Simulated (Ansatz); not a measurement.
`[CH3][In]([CH3])[OH]` + H–F → `[CH3][In]([CH3])[F]` + H₂O  (ligand exchange at the In–O bond)

Computed with Ansatz on PBE0-D4/def2-TZVP structures; ΔE is electronic, products minus reactants. CCSD(T)/CBS adds triple-zeta CCSD(T) − MP2 to the extrapolated MP2 energy (def2 sets, frozen cores). This one scheme is used for every species. DFT in def2-TZVPP. def2 core potentials past Kr. For In outer-core shells are correlated without core-valence functions, which leaves a few kJ/mol of doubt a bond. Each species was taken in one conformer, which may not be the lowest.

`[CH3][In]([CH3])[OH]`:

```xyz
11

C     0.192   -1.447   -1.377
In   -0.131    0.213   -0.051
C     0.367    0.710    1.967
O    -1.152    1.734   -0.870
H    -0.577   -1.464   -2.150
H     0.177   -2.392   -0.833
H     1.167   -1.344   -1.858
H    -0.092    1.667    2.214
H     1.449    0.791    2.084
H     0.006   -0.055    2.656
H    -1.408    1.587   -1.782
```

H–F:

Z-matrix (Å, degrees):
```
F
H 1 0.920
```

`[CH3][In]([CH3])[F]`:

Z-matrix (Å, degrees):
```
C
In 1 2.131
H 1 1.089 2 112.3
H 1 1.091 2 108.6 3 121.3
H 1 1.091 2 108.5 3 -121.3
C 2 2.131 1 144.4 3 -0.6
F 2 1.980 1 107.8 3 179.5
H 6 1.091 2 108.5 1 -121.2
H 6 1.089 2 112.3 1 0.1
H 6 1.091 2 108.5 1 121.4
```

H₂O:

```xyz
3

O     0.183   -0.146   -0.311
H     0.317   -0.382    0.609
H    -0.500    0.528   -0.298
```

```
             level  ΔE (eV)
            r2SCAN    -0.52
           r2SCAN0    -0.51
RPA@PBE/def2-TZVPP    -0.41
     MP2/CBS(def2)    -0.41
```

Problem. What does CCSD(T)/CBS give? (Best estimate.)

Solution. Computed: -0.44 eV. The listed levels differ from it by -0.08, -0.07, 0.03, 0.03 eV.

Largest T1 diagnostic among the species: 0.014.

Leaving LDA and LC-ωPBE aside and taking each functional with its dispersion term where it has one, the values, not all of them listed here, spread over 0.09 eV, from B97M-V to PBE-QIDH. LDA lies +0.06 eV from PBE without D4. In def2-TZVPP, CCSD(T) changes the Hartree–Fock value by +0.16 eV (the triples alone add +0.02 eV) and MP2 by +0.19 eV. At CCSD(T), def2-SVP lies −0.07 eV from the extrapolated value and def2-TZVPP +0.02 eV.
